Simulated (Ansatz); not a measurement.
One change: `[BH2][AlH][CH2]CO` becomes `BCCCO`.

Ansatz, PBE0-D4/def2-TZVP geometries, multiplicity 1. Each molecule was computed in one conformer, which needn't be the lowest.

```csv
property,`[BH2][AlH][CH2]CO`
HOMO energy (ωB97M-V/def2-TZVPP) / eV,-9.46
LUMO energy (PBE0/def2-TZVPP) / eV,-2.35
HOMO energy (PBE0/def2-TZVPP) / eV,-7.29
size of the dipole moment (B3LYP/def2-TZVPP) / D,1.36
size of the dipole moment (ωB97M-V/def2-TZVPP) / D,1.37
"ideal-gas entropy at 298 K and 1 bar (rigid rotor, harmonic PBE0-D4/def2-TZVP) / J/(mol·K)",377
```

(1) What does the change do to each property? (Best estimate.)

Answers

(1) Computed: 
```csv
property,`BCCCO`,shift
HOMO energy (ωB97M-V/def2-TZVPP) / eV,-10.26,-0.80
LUMO energy (PBE0/def2-TZVPP) / eV,-1.36,0.99
HOMO energy (PBE0/def2-TZVPP) / eV,-7.83,-0.54
size of the dipole moment (B3LYP/def2-TZVPP) / D,1.35,-0.01
size of the dipole moment (ωB97M-V/def2-TZVPP) / D,1.36,-0.01
"ideal-gas entropy at 298 K and 1 bar (rigid rotor, harmonic PBE0-D4/def2-TZVP) / J/(mol·K)",338,-39
```

With PBE0 the HOMO falls by 0.54 eV and the LUMO rises by 0.99 eV, so the gap widens by about 1.53 eV. PBE moves the HOMO by -0.25 eV and ωB97M-V by -0.80 eV. The zero-point energy changes by 60.5 kJ/mol with +3 modes. Dipoles are sizes alone; their direction can turn. Modes under 60 cm⁻¹, often nearly free rotors, make the harmonic entropy too high.

Positive LUMOs are unbound, so they and the gaps depend on the basis.

B3LYP here is the variant with VWN-RPA as its local correlation; programs differ in this.
